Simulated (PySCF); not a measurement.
Molecule: `FC[SiH](P)P`, CH$_{7}$FP$_{2}$Si.

Bonds (- single, = double, # triple, : aromatic): F1-C2, C2-Si3, Si3-P4, Si3-P5. C2 carries H6, H7; Si3 carries H8; P4 carries H9, H10; P5 carries H11, H12.

Frames of a GFN2-xTB Langevin trajectory at 400 K; GIAO PBE0/pcSseg-1 shieldings in PySCF, gas phase, non-relativistic; equivalent atoms averaged within each frame.

References, each an isolated molecule treated in the same way: 19F (170.95 ppm) vs CFCl3; 13C (186.93 ppm) and 29Si (349.16 ppm) and 1H (31.72 ppm) vs TMS; H3PO4 for 31P (318.38 ppm). The references are static minima.

**Question.** How do the shifts (ppm) fluctuate along the trajectory?

**Answer.** 
| time (fs) | F1 | C2 | Si3 | P4/P5 | H6/H7 | H8 | H9/H10/H11/H12 |
| --- | --- | --- | --- | --- | --- | --- | --- |
| optimised geometry | -289.4 | 81.2 | -24.8 | -297.5 | 4.83 | 4.70 | 1.28 |
| 250 | -267.0 | 96.1 | -28.4 | -279.3 | 5.38 | 4.35 | 2.00 |
| 425 | -301.2 | 73.3 | -31.4 | -256.7 | 4.48 | 5.06 | 2.53 |
| 625 | -268.5 | 84.2 | -15.5 | -298.7 | 5.28 | 5.33 | 0.76 |
| 800 | -281.1 | 83.3 | -24.3 | -266.9 | 5.41 | 5.10 | 2.29 |
| 1000 | -284.0 | 81.1 | -27.2 | -246.6 | 5.44 | 5.04 | 2.21 |
| mean of frames | -280.4 | 83.6 | -25.3 | -269.7 | 5.20 | 4.97 | 1.96 |
| standard deviation | 13.9 | 8.2 | 6.1 | 20.3 | 0.41 | 0.37 | 0.70 |

5 frames give an uncertainty of the mean of about the standard deviation over 2.2 at best, since frames this close in time may not be independent; classical motion lacks zero-point vibration, and the reference would need the same averaging.
